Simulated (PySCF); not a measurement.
H3Si2 (SMILES [SiH]=[SiH2]), doublet, geometry from GFN2-xTB; MP2/def2-SV(P) (PySCF).

Here is a job for PySCF.
```python
from pyscf import gto, scf, mp

mol = gto.Mole()
mol.atom = '''
    Si    1.022850   -0.597156    0.021604
    Si   -0.902579    0.471147   -0.016983
    H     2.027771    0.528571   -0.021045
    H    -1.688478    1.728556   -0.063371
    H    -2.023091   -0.492998    0.019715
'''
mol.basis = 'def2-sv(p)'
mol.charge = 0
mol.spin = 1
mol.verbose = 4
mol.build()

mf = scf.UHF(mol)
mf.kernel()

pt = mp.MP2(mf, frozen=10)
pt.kernel()
print('E(MP2) = %.10f' % pt.e_tot)
```

Question: What does PySCF print? Leave out banner, timings and long lists.

Answer: 
```
PySCF version 2.14.0

[INPUT] verbose = 4
[INPUT] num. atoms = 5
[INPUT] num. electrons = 31
[INPUT] charge = 0
[INPUT] spin (= nelec alpha-beta = 2S) = 1
[INPUT] symmetry False subgroup None
[INPUT] Mole.unit = angstrom
[INPUT] Symbol           X                Y                Z      unit          X                Y                Z       unit  Magmom
[INPUT]  1 Si     1.022850000000  -0.597156000000   0.021604000000 AA    1.932906366511  -1.128461293641   0.040825643195 Bohr   0.0
[INPUT]  2 Si    -0.902579000000   0.471147000000  -0.016983000000 AA   -1.705627115784   0.890338794410  -0.032093218773 Bohr   0.0
[INPUT]  3 H      2.027771000000   0.528571000000  -0.021045000000 AA    3.831931833335   0.998854427387  -0.039769286291 Bohr   0.0
[INPUT]  4 H     -1.688478000000   1.728556000000  -0.063371000000 AA   -3.190760987353   3.266497430974  -0.119753834240 Bohr   0.0
[INPUT]  5 H     -2.023091000000  -0.492998000000   0.019715000000 AA   -3.823087915072  -0.931631199958   0.037255950546 Bohr   0.0

nuclear repulsion = 69.5370741392604
number of shells = 22
number of NR pGTOs = 84
number of NR cGTOs = 42
basis = def2-sv(p)
ecp = {}

******** <class 'pyscf.scf.uhf.UHF'> ********
method = UHF
initial guess = minao
damping factor = 0
level_shift factor = 0
DIIS = <class 'pyscf.scf.diis.CDIIS'>
diis_start_cycle = 1
diis_space = 8
diis_damp = 0
SCF conv_tol = 1e-09
SCF conv_tol_grad = None
SCF max_cycles = 50
direct_scf = True
direct_scf_tol = 1e-13
number electrons alpha = 16  beta = 15
Set gradient conv threshold to 3.16228e-05
init E= -579.078911016056

cycle= 1 E= -579.285834862683  delta_E= -0.207  |g|= 0.148  |ddm|= 1.46
cycle= 2 E= -579.310213334899  delta_E= -0.0244  |g|= 0.0439  |ddm|= 0.282
cycle= 3 E= -579.313028334684  delta_E= -0.00281  |g|= 0.0168  |ddm|= 0.122
cycle= 4 E= -579.313762994436  delta_E= -0.000735  |g|= 0.00787  |ddm|= 0.0604
cycle= 5 E= -579.314032746973  delta_E= -0.00027  |g|= 0.00537  |ddm|= 0.0352
cycle= 6 E= -579.314256091939  delta_E= -0.000223  |g|= 0.00268  |ddm|= 0.0452
cycle= 7 E= -579.314311409357  delta_E= -5.53e-05  |g|= 0.000821  |ddm|= 0.0298
cycle= 8 E= -579.314314659288  delta_E= -3.25e-06  |g|= 0.000385  |ddm|= 0.0064
cycle= 9 E= -579.314315433954  delta_E= -7.75e-07  |g|= 0.000231  |ddm|= 0.00313
cycle= 10 E= -579.314315821366  delta_E= -3.87e-07  |g|= 0.000105  |ddm|= 0.0027
cycle= 11 E= -579.31431590035  delta_E= -7.9e-08  |g|= 4.44e-05  |ddm|= 0.00129
cycle= 12 E= -579.314315912533  delta_E= -1.22e-08  |g|= 1.24e-05  |ddm|= 0.000538
cycle= 13 E= -579.314315913165  delta_E= -6.32e-10  |g|= 3.77e-06  |ddm|= 0.000102
Extra cycle  E= -579.314315913192  delta_E= -2.72e-11  |g|= 2.22e-06  |ddm|= 1.05e-05
converged SCF energy = -579.314315913192  <S^2> = 0.76679184  2S+1 = 2.0167219

******** <class 'pyscf.mp.ump2.UMP2'> ********
nocc = (np.int64(6), np.int64(5)), nmo = (32, 32)
frozen orbitals 10
E(UMP2) = -579.460228447015  E_corr = -0.145912533823185
E(SCS-UMP2) = -579.466079894423  E_corr = -0.151763981231187
E_corr(same-spin) = -0.0269204531038095
E_corr(oppo-spin) = -0.118992080719376
E(MP2) = -579.4602284470
```
